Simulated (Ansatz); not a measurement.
Program: Ansatz. Geometries: PBE0-D4/def2-TZVP. ΔE: electronic, gas phase. CCSD(T)/CBS adds triple-zeta CCSD(T) − MP2 to the extrapolated MP2 energy (def2 sets, frozen cores). This one scheme is used for every species. Functionals use def2-TZVPP. B3LYP here is the variant with VWN-RPA as its local correlation; programs differ in this. HSE06 is defined as in plane-wave codes. For Ga outer-core shells are correlated without core-valence functions, which leaves a few kJ/mol of doubt a bond. Scalar relativity is left out up to krypton. Each species was taken in one conformer, which may not be the lowest.

Consider the formal hydrolysis of a P–Ga bond: `[SiH3][PH][GaH][SiH3]` + H₂O → `OP[SiH3]` + `[SiH3][GaH2]`.

`[SiH3][PH][GaH][SiH3]`:

```xyz
12

Si   -0.325   -1.255    2.255
P    -0.695    0.806    1.450
Ga   -0.751    0.126   -0.755
Si    0.684    1.160   -2.392
H     0.594   -2.094    1.435
H    -1.642   -1.939    2.318
H     0.253   -1.153    3.621
H     0.660    1.230    1.439
H    -1.798   -0.995   -1.101
H     1.683    0.164   -2.874
H    -0.090    1.634   -3.573
H     1.425    2.317   -1.821
```

H₂O:

Z-matrix (Å, degrees):
```
O
H 1 0.960
H 1 0.960 2 105.1
```

`OP[SiH3]`:

Z-matrix (Å, degrees):
```
Si
P 1 2.260
H 1 1.487 2 112.7
H 1 1.486 2 109.2 3 -121.7
H 1 1.488 2 106.5 3 120.4
O 2 1.666 1 99.0 3 45.3
H 2 1.427 1 92.7 3 -54.8
H 6 0.960 2 109.1 1 143.7
```

`[SiH3][GaH2]`:

```xyz
7

Si    0.859    0.569   -0.102
Ga   -1.123   -0.788    0.142
H     1.435    0.455   -1.471
H     1.924    0.223    0.879
H     0.496    2.000    0.112
H    -2.187   -0.852   -1.015
H    -1.404   -1.606    1.455
```

```csv
level,ΔE (kJ/mol),difference from CCSD(T)/CBS
LDA (SPW92),99.7,-8.9
PBE-D4,105.3,-3.3
revPBE-D4,104.5,-4.1
BLYP-D4,92.3,-16.3
r2SCAN-D4,102.3,-6.3
PBE0-D4,107.6,-1.0
r2SCANh-D4,103.6,-5.0
r2SCAN0-D4,105.0,-3.6
BHLYP-D4,95.5,-13.1
CAM-B3LYP-D4,85.1,-23.5
ωB97X-V,89.4,-19.2
ωB97M-V,91.4,-17.2
B2PLYP,93.0,-15.6
PBE-QIDH,107.8,-0.8
PBE,98.4,-10.2
revPBE,96.6,-12.0
BLYP,79.9,-28.7
r2SCAN,100.4,-8.2
PBE0,101.1,-7.5
B3LYP,83.3,-25.3
r2SCANh,101.3,-7.3
HSE06,101.4,-7.2
BHLYP,82.3,-26.3
CAM-B3LYP,77.8,-30.8
LC-ωPBE,91.7,-16.9
RPA@PBE/def2-TZVPP,96.0,-12.6
HF/def2-SVP,85.1,-23.5
MP2/def2-SVP,114.4,5.8
CCSD/def2-SVP,103.6,-5.0
HF/def2-TZVPP,73.3,-35.3
MP2/def2-TZVPP,114.7,6.1
SCS-MP2/def2-TZVPP,100.9,-7.7
CCSD/def2-TZVPP,100.0,-8.6
CCSD(T)/def2-TZVPP,105.1,-3.5
HF/def2-QZVPP,70.9,-37.7
MP2/def2-QZVPP,115.9,7.3
SCS-MP2/def2-QZVPP,101.9,-6.7
HF/CBS(def2),70.6,-38.0
MP2/CBS(def2),118.2,9.6
CCSD/CBS(def2),103.5,-5.1
CCSD(T)/CBS,108.6,0
```

Largest T1 diagnostic among the species: 0.014.

The D4 term adds +11.2 kJ/mol with B3LYP and +6.5 kJ/mol with PBE0; it sums over pairs of atoms, weighted by their polarisabilities, and B3LYP, whose exchange is more repulsive, gets the larger term. Leaving LDA and LC-ωPBE aside and taking each functional with its dispersion term where it has one, the values, not all of them listed here, spread over 22.8 kJ/mol, from CAM-B3LYP-D4 to HSE06-D4. In def2-TZVPP, CCSD(T) changes the Hartree–Fock value by +31.8 kJ/mol (the triples alone add +5.0 kJ/mol) and MP2 by +41.4 kJ/mol.

CCSD(T)/CBS has its own doubt, a few kJ/mol and more with outer-core shells, so smaller differences from it don't rank the levels.
